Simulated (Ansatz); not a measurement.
Wavefunction ladder for C$_{2}$H$_{4}$AlBS

```xyz
9

C    -1.3221    0.6496    0.8719
Al   -0.0545    0.0629   -0.4589
B     1.9378   -1.0244   -0.3150
C     1.4082   -0.6486   -1.4922
S     0.2683    0.0507   -2.6295
H    -1.0014    0.3791    1.8786
H    -2.2984    0.1984    0.6798
H    -1.4390    1.7347    0.8195
H     2.5010   -1.4023    0.6457
```

The species carries charge 0 and has multiplicity 1. The bonds changed during the relaxation, so this is another structure than the one it started from. The geometry is a stationary point of PBE0-D4/def2-TZVP. Frozen core, restricted reference, Ansatz. CBS rows extrapolate triple and quadruple zeta; past MP2 they add the triple-zeta difference.

```json
{"basis": "def2-SVP", "HF (Eh)": "-741.86723", "MP2 corr.": "-0.54542", "CCSD corr.": "-0.58623", "(T)": "-0.02502", "CCSD(T) total": "-742.47848"}
{"basis": "def2-TZVPP", "HF (Eh)": "-742.20895", "MP2 corr.": "-0.67730", "CCSD corr.": "-0.71242", "(T)": "-0.03866", "CCSD(T) total": "-742.96003"}
{"basis": "def2-QZVPP", "HF (Eh)": "-742.23159", "MP2 corr.": "-0.72515", "CCSD corr.": "–", "(T)": "–", "CCSD(T) total": "–"}
{"basis": "CBS(def2)", "HF (Eh)": "-742.23471", "MP2 corr.": "-0.76060", "CCSD corr.": "-0.79572", "(T)": "as TZ", "CCSD(T) total": "-743.06909"}
```
